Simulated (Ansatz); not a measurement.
Start from `[F][Mg-]1[O]C=CC=[O+]1` and change one atom or group to get `[F][Sn-]1[O]C=CC=[O+]1`.

Ansatz, PBE0-D4/def2-TZVP geometries, multiplicity 1. 

Elements past krypton have def2 core potentials.

```csv
property,`[F][Mg-]1[O]C=CC=[O+]1`
HOMO energy (B3LYP/def2-TZVPP) / eV,-7.48
"ideal-gas entropy at 298 K and 1 bar (rigid rotor, harmonic PBE0-D4/def2-TZVP) / J/(mol·K)",349
LUMO energy (ωB97M-V/def2-TZVPP) / eV,-0.09
LUMO energy (PBE/def2-TZVPP) / eV,-3.13
size of the dipole moment (PBE/def2-TZVPP) / D,5.03
HOMO–LUMO gap (B3LYP/def2-TZVPP) / eV,5.03
```

Q: What does the change do to each property? (Best estimate.)

A: The calculation gave: 
```tsv
property	`[F][Sn-]1[O]C=CC=[O+]1`	shift
HOMO energy (B3LYP/def2-TZVPP) / eV	-7.30	0.18
ideal-gas entropy at 298 K and 1 bar (rigid rotor, harmonic PBE0-D4/def2-TZVP) / J/(mol·K)	371	22
LUMO energy (ωB97M-V/def2-TZVPP) / eV	0.02	0.11
LUMO energy (PBE/def2-TZVPP) / eV	-3.00	0.13
size of the dipole moment (PBE/def2-TZVPP) / D	2.85	-2.18
HOMO–LUMO gap (B3LYP/def2-TZVPP) / eV	5.00	-0.03
```

Dipoles are sizes alone; their direction can turn.

B3LYP here is the variant with VWN-RPA as its local correlation; programs differ in this.

Positive LUMOs are unbound, so they and the gaps depend on the basis.
